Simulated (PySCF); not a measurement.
Stationary points of IO₃⁺

Level of theory: PySCF, PBE0, basis I def2-TZVP with ECP28, O def2-TZVP (scalar-relativistic core potentials, no spin–orbit coupling, density fitting).

Relaxations began from a few typed shapes. The search is not exhaustive: other isomers or separated fragments can lie lower, and high-lying points may rest on an excited occupation.

(1) Order these stationary points by electronic energy, lowest first, in kJ/mol from the lowest minimum.
A. singlet C3v: I–O 1.809 Å (×3); O–I–O 92.8° (×3)
B. singlet D3h: I–O 1.745 Å (×3); O–I–O 120.0° (×3)
C. singlet Cs: I–O 1.728 Å, I–O 1.916 Å (×2), O–O 1.484 Å; I–O–O 67.2° (×2), O–I–O 45.6°, O–I–O 107.9° (×2)

(2) Which of them are minima?

## Answers

(1) C (0.0), B (117.4), A (276.3).

(2) By energy in kJ/mol, 0.0: minimum; 117.4: minimum; 276.3: saddle point, 2 imaginary modes.
